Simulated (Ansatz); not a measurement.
Geometry optimisation, RKS CAM-B3LYP-D4/def2-SVP (Ansatz 0.2.0).

Input file:

```yaml
crystal:
  periodic: [false, false, false]
  atoms:
    - { symbol: W, position_ang: [0.0, 0.0, 0.0] }
    - { symbol: H, position_ang: [0.0, 0.0, 2.07] }
    - { symbol: H, position_ang: [1.72, 0.0, 0.0] }
    - { symbol: H, position_ang: [0.0, 1.72, 0.0] }
    - { symbol: Cl, position_ang: [-2.39, 0.0, 0.0] }
    - { symbol: H, position_ang: [0.0, -1.72, 0.0] }
    - { symbol: O, position_ang: [0.0, 0.0, -1.94] }
    - { symbol: H, position_ang: [0.5278, 0.7924, -2.2771] }
    - { symbol: Cl, position_ang: [-1.9177, 1.685, 0.8482] }
    - { symbol: H, position_ang: [-0.7737, 0.6798, 2.0759] }
basis:
  gaussian: { orbitals: def2-SVP }
hamiltonian:
  xc: cam_b3lyp
  dispersion: d4
relax:
  f_tol: 0.15
  max_steps: 25
  restrain:
    - { distance: [0, 8], at: 3.59, k: 30.0 }
    - { distance: [9, 1], at: 1.86, k: 30.0 }
    - { distance: [0, 1], at: 1.72, k: 30.0 }
    - { distance: [9, 8], at: 1.37, k: 30.0 }
```

Run as:

```bash
$ ansatz run input.yaml --threads 4 --pin off --max-ram 5120MiB --backend cpu --events-out ev --progress --plain --runs-dir out
```

Task: Where does it end, and by what steps?

Result: It converged. The restraints hold the end off the free minimum; the threshold counts their pulls, which the force column leaves out. Restrained pairs: W1–Cl9 (2.69 → 3.59 Å), H2–H10 (1.03 → 1.86 Å), W1–H2 (2.07 → 1.71 Å), Cl9–H10 (1.96 → 1.33 Å). After 23 steps the energy has fallen by 9.766 eV (the restraints' own energy left out); Cl5 moved furthest, 1.22 Å.

```csv
step,energy less start (eV),largest force component (eV/Å),accepted
0,0.0000,6.703,yes
1,-0.3952,6.652,yes
2,-1.5832,4.489,yes
3,-3.7239,3.806,yes
4,-5.8753,3.239,yes
5,-7.5444,1.409,yes
6,-8.1971,2.443,yes
7,-8.6566,1.342,yes
8,-8.9864,1.204,yes
9,-9.2300,1.038,yes
10,-9.3389,0.991,yes
11,-9.3417,0.968,yes
12,-9.3724,1.055,yes
13,-9.3878,0.990,yes
14,-9.4086,0.834,yes
15,-9.4516,0.892,yes
16,-9.5008,0.937,yes
17,-9.5851,0.970,yes
18,-9.6806,0.838,yes
19,-9.7197,0.813,yes
20,-9.7485,0.920,yes
21,-9.7184,1.135,no
22,-9.7647,0.828,yes
23,-9.7661,0.815,yes
```

```xyz
10
Properties=species:S:1:pos:R:3
W -0.168 -0.400 -0.179
H -0.300 0.047 1.466
H 1.241 -0.708 0.681
H 0.736 0.898 0.339
Cl -2.271 -1.179 0.303
H 0.668 -1.819 -0.525
O -0.018 0.539 -1.776
H 0.226 1.454 -1.965
Cl -1.762 2.644 0.857
H -1.184 1.681 1.577
```

The run took 66 s on 4 threads of Arm Neoverse V2 (shared host), peak memory 0.36 GiB.
